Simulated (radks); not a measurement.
The numbers below are computed, except where a source is named.
Spherical quantum dot in the effective-mass picture: electrons in a parabolic well V = omega^2 r^2 / 2 with omega = 4.35, all in effective atomic units (hartree* = m*/eps^2 hartree, bohr* = eps/m* bohr), one dielectric constant everywhere. Level of theory: non-relativistic Kohn-Sham, exchange-only LDA, spin-polarised, spherical densities (a radial shooting solver with Libxc functionals). Levels are named by radial order and angular momentum (1s, 1p, 1d, 2s, ...), and open shells are averaged over m. Results are scaled to m* = 0.028 and eps = 4.3, for which hartree* = 41.21 meV and bohr* = 8.127 nm.

N = 26, configuration 1s2 1p6 1d10 2s2 1f(up 6, down 0). This is the lowest configuration that the search found. Occupied and some empty levels:

level,occupation,eigenvalue (meV),<r> (nm)
1s up,1,1333.5,5.670
1s down,1,1337.5,5.606
1p up,3,1442.1,7.297
1p down,3,1448.5,7.250
1d up,5,1558.6,8.488
1d down,5,1566.4,8.464
2s up,1,1572.0,7.620
2s down,1,1577.9,7.640
1f up,6,1682.4,9.448
1f down,0,1690.9,9.442
2p up,0,1704.0,8.611
2p down,0,1709.9,8.629
1g up,0,1812.8,10.27
1g down,0,1821.4,10.27
2d up,0,1840.6,9.524
2d down,0,1846.6,9.535

Energy (meV): total 28095.8, kinetic 5463.6, external 11186, Hartree 12451, exchange-correlation -1005.4.

Electron density:

r (nm),n(r) (e/nm^3)
0.341,0.007935
1.63,0.007146
2.92,0.006055
4.20,0.005563
5.49,0.005723
6.78,0.005752
8.06,0.004954
9.35,0.003427
10.6,0.001856
11.9,0.0007752
13.2,0.0002463
14.5,0.00006030
15.8,0.00001122
17.1,1.625e-06
